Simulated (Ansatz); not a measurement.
Cost and result for the atomization energy of `[CH3][Al]([F])[S][SiH3]` (11 atoms, 10 bonds).

Z-matrix (Å, degrees):
```
C
Al 1 1.934
H 1 1.091 2 113.4
H 1 1.094 2 110.1 3 -121.1
H 1 1.094 2 110.1 3 121.3
F 2 1.649 1 119.4 3 -177.4
S 2 2.177 1 126.7 3 2.7
Si 7 2.137 2 99.5 1 0.3
H 8 1.486 7 111.6 2 -61.2
H 8 1.486 7 111.6 2 60.2
H 8 1.482 7 106.5 2 179.5
```

Charge 0, multiplicity 1. All single points use the PBE0-D4/def2-TZVP geometry. It is one conformer, not always the lowest. Program: Ansatz. All runs use 4 threads of an Arm Neoverse V2 on a shared host. Times are those of one run each, without the atoms' runs, and a repeat can differ threefold. Electronic energies, without spin–orbit coupling; frozen cores. CCSD(T)/CBS adds CCSD(T) − MP2 in def2-TZVPP to the MP2 limit, and its time is that of the two runs behind it. T1 = 0.012. B3LYP takes the VWN-RPA correlation (the form of Gaussian; ORCA's B3LYP/G).

CCSD(T)/CBS is a level of theory with its own doubt, some kJ/mol a heavy atom from the limit and from the frozen cores, so smaller differences don't rank the functionals.

```
                             level  functions  wall time
   PBE-D4/def2-TZVPP (with forces)        272      2.5 s
                PBE0-D4/def2-TZVPP        272      3.2 s
r2SCAN-D4/def2-TZVPP (with forces)        272      4.8 s
 B3LYP-D4/def2-TZVPP (with forces)        272      4.8 s
                 B2PLYP/def2-TZVPP        272      5.5 s
                ωB97X-V/def2-TZVPP        272      8.5 s
  ωB97M-V/def2-TZVPP (with forces)        272       12 s
                    MP2/def2-QZVPP        504       20 s
                CCSD(T)/def2-TZVPP        272    2.3 min
                 CCSD(T)/CBS(def2)          –    2.7 min
```

What atomization energy does each give, and how far from CCSD(T)/CBS? (An estimate is asked.)

Computed: 
```csv
level,atomization (kJ/mol),difference from CCSD(T)/CBS,per bond
PBE-D4/def2-TZVPP (with forces),3830.6,-8.6,-0.9
PBE0-D4/def2-TZVPP,3796.0,-43.2,-4.3
r2SCAN-D4/def2-TZVPP (with forces),3841.9,2.7,0.3
B3LYP-D4/def2-TZVPP (with forces),3805.9,-33.3,-3.3
B2PLYP/def2-TZVPP,3772.5,-66.7,-6.7
ωB97X-V/def2-TZVPP,3845.3,6.1,0.6
ωB97M-V/def2-TZVPP (with forces),3838.0,-1.2,-0.1
MP2/def2-QZVPP,3847.7,8.5,0.9
CCSD(T)/def2-TZVPP,3734.3,-104.9,-10.5
CCSD(T)/CBS(def2),3839.2,0.0,0.0
```

From PBE to PBE0 (25 % exact exchange), in def2-TZVPP and without D4, the atomization energy moves by −30.9 kJ/mol: exact exchange takes away binding that semilocal exchange gives to molecules. The D4 term adds +42.2 kJ/mol with B3LYP and +22.4 kJ/mol with PBE0; it sums over pairs of atoms, weighted by their polarisabilities, and B3LYP, whose exchange is more repulsive, gets the larger term. In def2-TZVPP, CCSD(T) changes the Hartree–Fock value by +826.2 kJ/mol (the triples alone add +47.3 kJ/mol) and MP2 by +876.9 kJ/mol; breaking electron pairs costs correlation energy, which Hartree–Fock lacks.
